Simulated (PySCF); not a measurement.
## MHF across the fourth-period p block

Level: PBE0, basis family def2-TZVP, no relativity.

Each entry is the lowest minimum that a search over a few typed start shapes (and spin states, where more than one is plausible) found, or that minimum re-optimised at the stated level; isomers with ligand–ligand bonds, or fragments after loss of a ligand pair, can lie lower. Open shells are unrestricted; no spin–orbit coupling; PySCF with density fitting.

```
molecule  2S+1  point group  mean bond to the central atom (Å)  atomisation (kJ/mol)  gap (eV)  distinct angles (°)  lowest ω (cm⁻¹)
    GaHF     2           Cs                              1.689                   679         –                  114              524
    GeHF     1           Cs                              1.683                   790      4.40                   94              667
    AsHF     2           Cs                              1.642                   688         –                   94              684
```

Left out of the table are members whose search was unfinished or whose lowest solution was spin-contaminated, unstable, very soft or bonded differently.
